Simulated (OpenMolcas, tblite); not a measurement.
# C2H4FGa (SMILES C=[CH][GaH][F]): methods side by side

The species is C2H4FGa (8 atoms), meant as a singlet with charge 0. As SMILES, `C=[CH][GaH][F]`. The coordinates come from a PBE0-D4/def2-TZVP relaxation. This is one conformer, not always the lowest.

Quantity: the vertical ionisation energy (to the doublet cation), in eV. The values are calculated.

```
         level            kind     program  value (eV)  CPU time (all runs)
      GFN2-xTB  semi-empirical      tblite       14.25            under 2 s
    HF/cc-pVDZ    Hartree–Fock  OpenMolcas        9.30                 27 s
 SVWN5/cc-pVDZ             LDA  OpenMolcas       10.19                 82 s
  BLYP/cc-pVDZ             GGA  OpenMolcas        9.94              2.9 min
r2SCAN/cc-pVDZ        meta-GGA  OpenMolcas       10.29              3.4 min
 BHLYP/cc-pVDZ   global hybrid  OpenMolcas       10.48              2.5 min
```

All-electron rows without a relativistic Hamiltonian named are non-relativistic. The values span 9.30 to 14.25 eV. The xTB values lack the empirical shift that such differences need. Times are those of the runs behind each value, whatever else they computed, on shared processors of several kinds: orders of magnitude only.
